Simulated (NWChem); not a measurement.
System: C₄H₄OS; SMILES Oc1ccsc1

Input file for NWChem:

```
start job
memory heap 200 mb stack 900 mb global 1100 mb
geometry units angstroms noautoz
  O      0.341350     2.335426     0.000000
  C      0.086375     1.009975     0.000000
  C     -1.216684     0.423301     0.000000
  C     -1.169364    -0.945326     0.000000
  S      0.441618    -1.524990     0.000000
  C      1.086457     0.067793     0.000000
  H     -0.491176     2.817147     0.000000
  H     -2.145687     0.997917     0.000000
  H     -2.006165    -1.642173     0.000000
  H      2.159184     0.248259     0.000000
end
basis spherical
  * library def2-svp
end
dft
  xc b3lyp
  iterations 150
  mulliken
end
task dft energy
```

Output (shortened):

```
             Northwest Computational Chemistry Package (NWChem) 7.3.0
             --------------------------------------------------------

 CS  symmetry detected

                             Geometry "geometry" -> ""
                             -------------------------

 Output coordinates in angstroms (scale by  1.889725989 to convert to a.u.)

  No.       Tag          Charge          X              Y              Z
 ---- ---------------- ---------- -------------- -------------- --------------
    1 O                    8.0000     0.32978456     2.33624018     0.00000000
    2 C                    6.0000     0.08100995     1.00961144     0.00000000
    3 C                    6.0000    -1.21929161     0.41685096     0.00000000
    4 C                    6.0000    -1.16557264    -0.95153982     0.00000000
    5 S                   16.0000     0.44810216    -1.52366479     0.00000000
    6 C                    6.0000     1.08548651     0.07211597     0.00000000
    7 H                    1.0000    -0.50498479     2.81406315     0.00000000
    8 H                    1.0000    -2.15097127     0.98711680     0.00000000
    9 H                    1.0000    -1.99910615    -1.65229195     0.00000000
   10 H                    1.0000     2.15735795     0.25759590     0.00000000

 Effective nuclear repulsion energy (a.u.)     272.7319264243

      Symmetry information
      --------------------

 Group name             Cs
 Group number              2
 Group order               2
 No. of unique centers    10

                                 NWChem DFT Module
                                 -----------------

 Summary of "ao basis" -> "ao basis" (spherical)
 ------------------------------------------------------------------------------
       Tag                 Description            Shells   Functions and Types
 ---------------- ------------------------------  ------  ---------------------
 O                          def2-svp                 6       14   3s2p1d
 C                          def2-svp                 6       14   3s2p1d
 S                          def2-svp                 8       18   4s3p1d
 H                          def2-svp                 3        5   2s1p

      Symmetry analysis of basis
      --------------------------

        a'         79
        a"         29

            General Information
            -------------------
          SCF calculation type: DFT
          Wavefunction type:  closed shell.
          No. of atoms     :    10
          No. of electrons :    52
           Alpha electrons :    26
            Beta electrons :    26
          Charge           :     0
          Spin multiplicity:     1
          Use of symmetry is: on ; symmetry adaption is: on
          Maximum number of iterations: 150
          AO basis - number of functions:   108
                     number of shells:    50
          Convergence on energy requested:  1.00D-06
          Convergence on density requested:  1.00D-05
          Convergence on gradient requested:  5.00D-04

              XC Information
              --------------
                         B3LYP Method XC Potential
                     Hartree-Fock (Exact) Exchange  0.200
                        Slater Exchange Functional  0.800 local
                    Becke 1988 Exchange Functional  0.720 non-local
              Lee-Yang-Parr Correlation Functional  0.810
                  VWN I RPA Correlation Functional  0.190 local

             Grid Information
             ----------------
          Grid used for XC integration:  medium
          Radial quadrature: Mura-Knowles
          Angular quadrature: Lebedev.
          Tag              B.-S. Rad. Rad. Pts. Rad. Cut. Ang. Pts.
          ---              ---------- --------- --------- ---------
          O                   0.60       49          12.0       434
          C                   0.70       49          10.0       434
          S                   1.00       88          11.0       590
          H                   0.35       45          12.0       434
          Grid pruning is: on
          Number of quadrature shells:   513
          Spatial weights used:  Erf1

      Superposition of Atomic Density Guess
      -------------------------------------

 Sum of atomic energies:        -624.53483047

      Non-variational initial energy
      ------------------------------

 Total energy =    -628.206915
 1-e energy   =   -1398.185484
 2-e energy   =     497.246643
 HOMO         =      -0.228335
 LUMO         =       0.013527

      Symmetry analysis of molecular orbitals - initial
      -------------------------------------------------

  Numbering of irreducible representations:

     1 a'          2 a"

  Orbital symmetries:

     1 a'          2 a'          3 a'          4 a'          5 a'
     6 a'          7 a'          8 a'          9 a'         10 a"
    11 a'         12 a'         13 a'         14 a'         15 a'
    16 a'         17 a'         18 a'         19 a"         20 a'
    21 a'         22 a"         23 a'         24 a'         25 a"
    26 a"         27 a"         28 a'         29 a"         30 a'
    31 a'         32 a'         33 a'         34 a'         35 a'
    36 a'

     ---------------------------------------------
      Total Density - Mulliken Population Analysis
     ---------------------------------------------

    Atom       Charge   Shell Charges
 -----------   ------   -------------------------------------------------------
    1 O    8     8.49   1.99  1.10  0.61  3.00  1.79  0.01
    2 C    6     5.71   1.99  0.94  0.14  1.79  0.78  0.08
    3 C    6     6.21   1.99  0.97  0.30  2.05  0.86  0.03
    4 C    6     6.10   1.99  0.97  0.29  1.89  0.93  0.04
    5 S   16    15.86   2.00  1.99  1.19  0.64  5.94  1.70  2.31  0.09
    6 C    6     6.25   1.99  0.97  0.32  1.98  0.96  0.03
    7 H    1     0.67   0.54  0.07  0.06
    8 H    1     0.91   0.67  0.22  0.03
    9 H    1     0.89   0.66  0.20  0.02
   10 H    1     0.90   0.66  0.22  0.03

   convergence    iter        energy       DeltaE   RMS-Dens  Diis-err
 ---------------- ----- ----------------- --------- --------- ---------
 d= 0,ls=0.0,diis     1   -627.8701164057 -9.01D+02  1.05D-02  6.37D-01
 d= 0,ls=0.0,diis     2   -627.9042956435 -3.42D-02  5.75D-03  3.88D-01
 d= 0,ls=0.0,diis     3   -627.9348251218 -3.05D-02  2.01D-03  9.66D-02
 d= 0,ls=0.0,diis     4   -627.9440009112 -9.18D-03  6.24D-04  3.98D-03
 d= 0,ls=0.0,diis     5   -627.9443778381 -3.77D-04  2.43D-04  8.76D-04
  Resetting Diis
 d= 0,ls=0.0,diis     6   -627.9444923927 -1.15D-04  6.08D-05  5.11D-05
 d= 0,ls=0.0,diis     7   -627.9444983512 -5.96D-06  4.46D-05  6.38D-06
 d= 0,ls=0.0,diis     8   -627.9444964266  1.92D-06  3.09D-05  2.11D-05
 d= 0,ls=0.0,diis     9   -627.9444991139 -2.69D-06  4.49D-06  2.45D-07
 d= 0,ls=0.0,diis    10   -627.9444991478 -3.39D-08  7.97D-07  1.03D-08

         Total DFT energy =     -627.944499147831
      One electron energy =    -1402.295754290504
           Coulomb energy =      559.113487165254
    Exchange-Corr. energy =      -57.494158446888
 Nuclear repulsion energy =      272.731926424307

 Numeric. integr. density =       52.000008487598

                  Occupations of the irreducible representations
                  ----------------------------------------------

                     irrep           alpha         beta
                     --------     --------     --------
                     a'               21.0         21.0
                     a"                5.0          5.0

                       DFT Final Molecular Orbital Analysis
                       ------------------------------------

 Vector   24  Occ=2.000000D+00  E=-3.472918D-01  Symmetry=a'
              MO Center=  2.5D-01, -9.8D-01, -7.3D-14, r^2= 3.3D+00
   Bfn.  Coefficient  Atom+Function         Bfn.  Coefficient  Atom+Function
  ----- ------------  ---------------      ----- ------------  ---------------
    68      0.359642   5 S  py               65      0.333007   5 S  py
    60     -0.278215   5 S  s                79     -0.232767   6 C  py
    33      0.200605   3 C  py               59     -0.200687   5 S  s
    47     -0.196198   4 C  py               62      0.185783   5 S  py
    67     -0.165399   5 S  px               46      0.157876   4 C  px

 Vector   25  Occ=2.000000D+00  E=-2.481352D-01  Symmetry=a"
              MO Center= -3.4D-01, -3.8D-01,  1.7D-14, r^2= 2.9D+00
   Bfn.  Coefficient  Atom+Function         Bfn.  Coefficient  Atom+Function
  ----- ------------  ---------------      ----- ------------  ---------------
    34      0.375216   3 C  pz               69     -0.369795   5 S  pz
    37      0.271435   3 C  pz               66     -0.267183   5 S  pz
    48      0.254615   4 C  pz               80     -0.219566   6 C  pz
    83     -0.180195   6 C  pz               51      0.175819   4 C  pz
    63     -0.149064   5 S  pz                6     -0.084303   1 O  pz

 Vector   26  Occ=2.000000D+00  E=-2.166878D-01  Symmetry=a"
              MO Center=  2.7D-01,  2.6D-01,  3.1D-15, r^2= 3.2D+00
   Bfn.  Coefficient  Atom+Function         Bfn.  Coefficient  Atom+Function
  ----- ------------  ---------------      ----- ------------  ---------------
    80      0.345837   6 C  pz                6     -0.308416   1 O  pz
    20      0.302575   2 C  pz               83      0.283653   6 C  pz
    69     -0.280062   5 S  pz                9     -0.255243   1 O  pz
    48     -0.231927   4 C  pz               51     -0.205156   4 C  pz
    66     -0.192268   5 S  pz               23      0.161424   2 C  pz

 Vector   27  Occ=0.000000D+00  E=-1.138543D-02  Symmetry=a"
              MO Center= -2.8D-01, -4.8D-01,  4.2D-16, r^2= 3.3D+00
   Bfn.  Coefficient  Atom+Function         Bfn.  Coefficient  Atom+Function
  ----- ------------  ---------------      ----- ------------  ---------------
    51      0.533496   4 C  pz               69     -0.491632   5 S  pz
    48      0.398009   4 C  pz               83      0.398689   6 C  pz
    37     -0.375320   3 C  pz               80      0.315230   6 C  pz
    34     -0.260476   3 C  pz               66     -0.219531   5 S  pz
    23     -0.170056   2 C  pz               20     -0.161762   2 C  pz

 Vector   28  Occ=0.000000D+00  E= 3.235338D-02  Symmetry=a'
              MO Center= -4.4D-01,  1.2D+00,  1.3D-15, r^2= 6.7D+00
   Bfn.  Coefficient  Atom+Function         Bfn.  Coefficient  Atom+Function
  ----- ------------  ---------------      ----- ------------  ---------------
    90      0.954136   7 H  s                77     -0.757177   6 C  s
    45      0.642039   4 C  s                 3     -0.557652   1 O  s
    67      0.547266   5 S  px               95      0.522584   8 H  s
    35      0.430697   3 C  px               21      0.374216   2 C  px
    68      0.315449   5 S  py               31     -0.284795   3 C  s

 Vector   29  Occ=0.000000D+00  E= 6.979136D-02  Symmetry=a'
              MO Center= -1.1D+00, -3.3D-01, -5.9D-15, r^2= 7.1D+00
   Bfn.  Coefficient  Atom+Function         Bfn.  Coefficient  Atom+Function
  ----- ------------  ---------------      ----- ------------  ---------------
    45      1.492011   4 C  s               100     -1.114397   9 H  s
    95     -0.969287   8 H  s                67      0.663504   5 S  px
    90     -0.530049   7 H  s                17      0.505001   2 C  s
    36      0.465155   3 C  py               35     -0.454768   3 C  px
    77     -0.436165   6 C  s                31      0.313884   3 C  s

     ---------------------------------------------
      Total Density - Mulliken Population Analysis
     ---------------------------------------------

    Atom       Charge   Shell Charges
 -----------   ------   -------------------------------------------------------
    1 O    8     8.19   1.99  1.09  0.59  2.90  1.61  0.01
    2 C    6     5.84   1.99  0.93  0.05  2.08  0.71  0.08
    3 C    6     6.02   1.99  0.91  0.28  2.12  0.69  0.03
    4 C    6     6.09   1.99  0.93  0.25  2.09  0.81  0.04
    5 S   16    15.90   2.00  1.98  1.27  0.59  5.93  1.86  2.16  0.12
    6 C    6     6.16   1.99  0.92  0.30  2.12  0.81  0.03
    7 H    1     0.82   0.69  0.06  0.07
    8 H    1     1.02   0.76  0.24  0.02
    9 H    1     0.97   0.74  0.21  0.02
   10 H    1     0.98   0.74  0.22  0.02

     -------------------------------------------
      Total Density - Lowdin Population Analysis
     -------------------------------------------

    Atom       Charge   Shell Charges
 -----------   ------   -------------------------------------------------------
    1 O    8     8.05   1.97  0.87  0.56  2.73  1.88  0.03
    2 C    6     6.00   1.96  0.61  0.27  1.90  1.08  0.18
    3 C    6     6.11   1.97  0.60  0.30  1.94  1.21  0.09
    4 C    6     6.19   1.97  0.63  0.33  1.90  1.28  0.09
    5 S   16    15.56   2.00  1.95  0.94  0.60  5.81  1.92  2.20  0.15
    6 C    6     6.25   1.97  0.63  0.33  1.94  1.30  0.08
    7 H    1     0.91   0.56  0.17  0.18
    8 H    1     0.97   0.63  0.28  0.07
    9 H    1     0.97   0.63  0.27  0.07
   10 H    1     0.97   0.62  0.28  0.08

     Multipole analysis of the density
     ---------------------------------

     L   x y z        total         alpha         beta         nuclear
     -   - - -        -----         -----         ----         -------
     0   0 0 0      0.000000    -26.000000    -26.000000     52.000000

     1   1 0 0     -0.674860     -0.337430     -0.337430      0.000000
     1   0 1 0      0.241165      0.120582      0.120582      0.000000
     1   0 0 1     -0.000000     -0.000000     -0.000000      0.000000

     2   2 0 0    -27.780939    -88.517765    -88.517765    149.254592
     2   1 1 0     -2.424693     -1.425565     -1.425565      0.426437
     2   1 0 1      0.000000      0.000000      0.000000      0.000000
     2   0 2 0    -28.334357   -201.864181   -201.864181    375.394005
     2   0 1 1      0.000000      0.000000      0.000000      0.000000
     2   0 0 2    -33.229122    -16.614561    -16.614561      0.000000
```

Level: B3LYP/def2-SVP. Structure relaxed at the PBE0/def2-SVP level.
